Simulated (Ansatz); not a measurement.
`FC[SiH]([SiH3])Cl` + `[NH2][AlH2]` → `FC[NH][AlH2]` + `[SiH3][SiH2]Cl`  (substitution at a C–Si bond)

Isolated molecules relaxed with PBE0-D4/def2-TZVP in Ansatz; ΔE leaves out vibrations. CBS: MP2 limit from def2 TZ/QZ plus the TZ coupled-cluster correction, frozen cores. This one scheme is used for every species. Functionals use def2-TZVPP. Each species was taken in one conformer, which may not be the lowest.

`FC[SiH]([SiH3])Cl`:

```xyz
11

F    -0.716    2.130    0.524
C    -0.226    1.102    1.323
Si    0.800   -0.077    0.250
Si   -0.441   -0.925   -1.542
Cl    1.356   -1.630    1.495
H    -1.074    0.582    1.780
H     0.377    1.541    2.124
H     2.039    0.608   -0.198
H     0.362   -1.955   -2.251
H    -1.687   -1.544   -1.019
H    -0.788    0.168   -2.486
```

`[NH2][AlH2]`:

Cartesian coordinates in Å:
```
N -0.816 -0.171 -0.430
Al 0.721 0.151 0.380
H -1.119 0.265 -1.286
H -1.515 -0.818 -0.102
H 1.700 1.204 -0.283
H 1.029 -0.631 1.721
```

`FC[NH][AlH2]`:

Z-matrix (Å, degrees):
```
C
N 1 1.408
F 1 1.400 2 111.8
H 1 1.093 2 110.4 3 -118.2
H 1 1.094 2 112.6 3 118.6
Al 2 1.782 1 126.3 3 96.4
H 2 1.010 1 112.4 3 -76.0
H 6 1.580 2 117.4 1 -174.9
H 6 1.581 2 116.5 1 7.4
```

`[SiH3][SiH2]Cl`:

Cartesian coordinates in Å:
```
Si 1.059 0.013 0.576
Si -1.053 0.067 -0.426
Cl -0.959 -0.950 -2.221
H 1.014 0.739 1.874
H 2.050 0.666 -0.318
H 1.461 -1.397 0.816
H -2.081 -0.595 0.416
H -1.491 1.456 -0.716
```

Q: Is it downhill or uphill in electronic energy at CCSD(T)/CBS, and by how much? (An estimate is asked.)

A: Computed: Uphill: ΔE = +4.9 kcal/mol.

Q: What do these levels give: PBE, HF/def2-TZVPP, MP2/def2-TZVPP, SCS-MP2/def2-TZVPP, CCSD/def2-TZVPP, MP2/def2-QZVPP? (An estimate is asked.)

A: Ansatz gave: PBE 3.8, HF/def2-TZVPP 2.1, MP2/def2-TZVPP 4.3, SCS-MP2/def2-TZVPP 3.7, CCSD/def2-TZVPP 3.8, MP2/def2-QZVPP 4.9 kcal/mol.

Largest T1 diagnostic among the species: 0.012.

The D4 term adds +0.8 kcal/mol with B3LYP and +0.5 kcal/mol with PBE0; it sums over pairs of atoms, weighted by their polarisabilities, and B3LYP, whose exchange is more repulsive, gets the larger term. In def2-TZVPP, CCSD(T) changes the Hartree–Fock value by +1.8 kcal/mol (the triples alone add +0.1 kcal/mol) and MP2 by +2.2 kcal/mol.

B3LYP here is the variant with VWN-RPA as its local correlation; programs differ in this.
